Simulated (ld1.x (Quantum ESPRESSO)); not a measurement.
**antimony: excitation energies, all-electron against TM**

ld1.x (Quantum ESPRESSO) 7.5 input, shortened:

```
&input
   title='Sb', zed=51., rel=1, dft='PBESOL', iswitch=3,
   config='[Kr] 4d10 5s2 5p1.5'
 /
 &inputp
   pseudotype=2, tm=.true., lloc=-1, rcloc=2.00,
   nlcc=.true., new_core_ps=.true., rcore=1.00
 /
2
5S  1  0   2.00   0.00  1.45  1.45  0.0
5P  2  1   1.50   0.00  2.40  2.40  0.0
 &test
   configts(1)='5s2 5p1.5'
 /
```

Energies are relative to the spin-unpolarised reference configuration 5s2 5p1.5; without spin polarisation the order of configurations can differ from experiment.

Question: Give the all-electron excitation energy and the error of the potential for: 5s2 5p3; 5s2 5p2; 5s2 5p1; 5s2 5p3.3; 5s1 5p0; 5s2 5p2.5; 5s1 5p3.

Answer:

```
valence configuration  charge  ΔE all-electron (eV)  error AE − PS (meV)
              5s2 5p3       0               -15.337                 +2.0
              5s2 5p2      +1                -6.993                 +1.0
              5s2 5p1      +2                 9.018                 -4.1
            5s2 5p3.3    -0.3               -16.500                 +2.9
              5s1 5p0      +4                77.796                 -233
            5s2 5p2.5    +0.5               -12.065                 +1.2
              5s1 5p3      +1                 1.771                  -16
```

Levels in the configuration 5s2 5p3:

| level | all-electron (eV) | pseudo (eV) |
| --- | --- | --- |
| 5s | -12.876 | -12.880 |
| 5p | -4.844 | -4.845 |

Note: ghost state, extra bound levels that the all-electron valence spectrum of the same l lacks: d at -11.1 eV. A true bound ghost makes a file unfit for plane-wave use.
